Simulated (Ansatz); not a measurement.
Reactions of C$_{2}$H$_{8}$S$_{2}$Si (`CSCS[SiH3]`).

Gas-phase electronic energies from Ansatz, PBE0-D4/def2-TZVP geometries. CCSD(T)/CBS adds triple-zeta CCSD(T) − MP2 to the extrapolated MP2 energy (def2 sets, frozen cores). This one scheme is used for every species. Functionals use def2-TZVPP. Triplets are unrestricted, without spin–orbit coupling. def2 core potentials past Kr. For In outer-core shells are correlated without core-valence functions, which leaves a few kJ/mol of doubt a bond. One conformer a species, not always the lowest.

```csv
reaction,CCSD(T)/CBS(def2) (kcal/mol)
`CSCS[SiH3]` → `CSC([SiH3])S`,16.2
`CSCS[SiH3]` → `C[SiH2]CSS`,-0.6
`CSCS[SiH3]` + `C[SiH2]N` → `C[SiH2]N[SiH3]` + `CSCS`,0.6
`CSCS[SiH3]` + `B1CN1` → `[SiH3]N1BC1` + `CSCS`,-2.9
`CSCS[SiH3]` → `[CH2]` (triplet) + `[SiH3]SCS`,?
`CSCS[SiH3]` + H₂ → `CSC` + `[SiH3]S`,?
`CSCS[SiH3]` + `[CH3][In]([OH])[F]` → `[CH3][In]([F])[O][SiH3]` + `CSCS`,?
`CSCS[SiH3]` → `CSS[SiH3]` + `[CH2]` (triplet),98.7
`CSCS[SiH3]` → `CS[SiH](C)S`,-39.1
`CSCS[SiH3]` + CH₃OH → `COCS[SiH3]` + CH₃SH,6.7
```

(1) Fill in the missing values. (Best estimate.)

Largest T1 diagnostic: 0.016, for `[CH3][In]([OH])[F]`.

## Answers

(1) Ansatz gave: `CSCS[SiH3]` → `[CH2]` (triplet) + `[SiH3]SCS`: +105.0 kcal/mol; `CSCS[SiH3]` + H₂ → `CSC` + `[SiH3]S`: -14.7 kcal/mol; `CSCS[SiH3]` + `[CH3][In]([OH])[F]` → `[CH3][In]([F])[O][SiH3]` + `CSCS`: -11.5 kcal/mol.
